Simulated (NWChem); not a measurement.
# CaHOF; SMILES [OH][Ca][F]

```xyz
4

Ca     0.2908     0.0281     0.0000
F     -0.3056     1.9219     0.0000
O     -0.2936    -1.8874     0.0000
H     -0.7162    -2.7586     0.0000
```
Atoms are numbered in this order, from 1.

All runs: NWChem. Geometry: optimised at PBE-D3(BJ)/def2-SVP. Vertical excitations in the gas phase; the lowest state need not have the same character in each row.

For level PBE/def2-SVPD, full TDDFT:

lowest excitation, singlet (eV): 3.94
lowest triplet (eV): 3.86
orbital gap (eV): 3.93

Problem. Estimate the same quantities for level B3LYP/def2-SVPD, full TDDFT.

Solution. 
* **lowest excitation, singlet (eV)**: 4.56
* **lowest triplet (eV)**: 4.49
* **orbital gap (eV)**: 5.55
